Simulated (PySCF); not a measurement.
# Radial density of Gd⁴⁴⁺ (gadolinium, charge +44)

UHF, [Ar] 3d2, high-spin 3F determinant. All numbers are calculated (PySCF 2.14, the spin-free X2C one-electron Hamiltonian (Gaussian nucleus), in an uncontracted even-tempered set (18 s from 9.2 bohr⁻², ratio 2.5; 12 p from 12 bohr⁻², ratio 2.5; 7 d from 12 bohr⁻², ratio 2.5; 4 f from 42 bohr⁻², ratio 2.7; 3 g from 63 bohr⁻², ratio 2.7)).

```tsv
r (bohr)	4πr²ρ (e/bohr)	4πr²(ρα − ρβ)
0.0189	83.09	0.0059
0.0317	75.34	0.0915
0.0534	102.3	0.8513
0.0898	83.98	4.5993
0.151	49.84	10.7362
0.254	43.89	6.3095
0.427	3.056	0.3546
0.719	0.005892	0.0009
```

Densities and radii are taken from the X2C orbitals without a picture-change correction, which distorts them close to the nucleus.

Spin-orbit coupling is strong in this species (close to jj coupling), so the high-spin LS determinant is a model state, not a physical level.
